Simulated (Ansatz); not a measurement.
Basis sets compared for BeMeI (CH₃BeI). The state is a singlet with charge 0. Geometry r2SCAN-D4/def2-TZVP. Ansatz on 4 threads of Arm Neoverse V1 on a shared host; times are rough, and most runs start from earlier orbitals.

```
atom    x (Å)    y (Å)    z (Å)
 Be1  -0.5448   0.5647  -0.5450
  C2   0.4070  -0.4224   0.4107
  H3   0.3092  -0.1836   1.4748
  H4   1.4695  -0.3313   0.1608
  H5   0.1438  -1.4794   0.2967
  I6  -1.7847   1.8519  -1.7980
```

In the def2 sets I takes a core potential, while STO-3G treats all electrons; there is no spin–orbit coupling.

STO-3G and 6-31G are all-electron sets without relativity, so their totals don't compare with the def2 sets.

Binding counts from free atoms (Be singlet, C triplet, H doublet, I doublet) in the same basis, without a counterpoise term.

```json
{"level": "HF/STO-3G", "functions": "40", "energy (Eh)": "-6904.3682", "HOMO (eV)": "-8.12", "LUMO (eV)": "6.24", "binding per atom (eV)": "–", "wall time": "0.2 s"}
{"level": "HF/def2-TZVP", "functions": "118", "energy (Eh)": "-350.9988", "HOMO (eV)": "-10.35", "LUMO (eV)": "1.43", "binding per atom (eV)": "2.61", "wall time": "0.5 s"}
{"level": "PBE-D4/def2-SVP", "functions": "64", "energy (Eh)": "-352.2665", "HOMO (eV)": "-6.75", "LUMO (eV)": "-1.09", "binding per atom (eV)": "3.41", "wall time": "0.5 s"}
{"level": "PBE-D4/def2-TZVP (with forces)", "functions": "118", "energy (Eh)": "-352.3386", "HOMO (eV)": "-6.81", "LUMO (eV)": "-1.11", "binding per atom (eV)": "3.40", "wall time": "0.96 s"}
{"level": "r2SCAN-D4/def2-TZVP", "functions": "118", "energy (Eh)": "-352.5234", "HOMO (eV)": "-7.09", "LUMO (eV)": "-0.70", "binding per atom (eV)": "3.39", "wall time": "1.7 s"}
{"level": "PBE0-D4/def2-SVP", "functions": "64", "energy (Eh)": "-352.3110", "HOMO (eV)": "-7.88", "LUMO (eV)": "-0.33", "binding per atom (eV)": "3.39", "wall time": "0.71 s"}
{"level": "PBE0-D4/def2-TZVP", "functions": "118", "energy (Eh)": "-352.3812", "HOMO (eV)": "-7.92", "LUMO (eV)": "-0.31", "binding per atom (eV)": "3.37", "wall time": "1.3 s"}
```

(1) Estimate the rows for PBE-D4/def2-TZVPD, r2SCAN-D4/def2-TZVPD, PBE0-D4/def2-TZVPD.

Results:

(1) 
```tsv
level	functions	energy (Eh)	HOMO (eV)	LUMO (eV)	binding per atom (eV)	wall time
PBE-D4/def2-TZVPD	145	-352.3397	-6.83	-1.15	3.41	1.1 s
r2SCAN-D4/def2-TZVPD	145	-352.5241	-7.10	-0.72	3.39	2.3 s
PBE0-D4/def2-TZVPD	145	-352.3820	-7.93	-0.37	3.38	1.4 s
```
